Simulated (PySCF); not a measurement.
## [Tl(NH2)4]− at several levels of theory

Computed with PySCF 2.14.0 (density fitting, no spin-orbit coupling) at the geometry relaxed with PBE0:

```xyz
13
[Tl(NH2)4]− (singlet)
Tl    0.0000    0.0000    0.0000
N     1.2004    1.3316    1.3316
H     1.8306    0.6903    1.8249
H     1.8306    1.8249    0.6903
N    -1.2004   -1.3316    1.3316
H    -1.8306   -0.6903    1.8249
H    -1.8306   -1.8249    0.6903
N     1.2004   -1.3316   -1.3316
H     1.8306   -1.8249   -0.6903
H     1.8306   -0.6903   -1.8249
N    -1.2004    1.3316   -1.3316
H    -1.8306    1.8249   -0.6903
H    -1.8306    0.6903   -1.8249
```

```
level                                              basis    state  HOMO (eV)  gap (eV)  charge on Tl1 (e)  dipole about the centre of mass (D)  largest force component (eV/Å)
 PBE0     Tl def2-SVP with ECP60, N def2-SVP, H def2-SVP  singlet      -1.25      5.43               0.29                                 0.00                            0.00
   HF                                           the same  singlet      -4.64     11.99               0.78                                 0.00                            0.80
 PBE0  Tl def2-TZVP with ECP60, N def2-TZVP, H def2-TZVP  singlet      -1.71      5.24               0.68                                 0.00                            0.30
```

Charges are Mulliken's, which hang on the basis. The relaxation used the grid (50, 194), these runs (75, 302) or, all-electron (x2c bases, spin-free X2C Hamiltonian), (99, 590).

**Question.** What does B3LYP with Tl def2-SVP with ECP60, N def2-SVP, H def2-SVP give here?

**Answer.** state singlet, HOMO (eV) -0.98, gap (eV) 4.87, charge on Tl1 (e) 0.23, dipole about the centre of mass (D) 0.00, largest force component (eV/Å) 0.17. Time: 8.4 s on 2 threads of Arm Neoverse V1, on a shared host, from an already converged density.

In the first row's basis the gap widens with exact exchange: 4.9 to 5.4 eV for B3LYP, PBE0 (a fixed share); 12.0 eV for Hartree–Fock (rising or full at long range).

A frequency check found unstable modes (1, the lowest at -23 cm⁻¹), so the relaxed geometry is a saddle point, or these are noise.
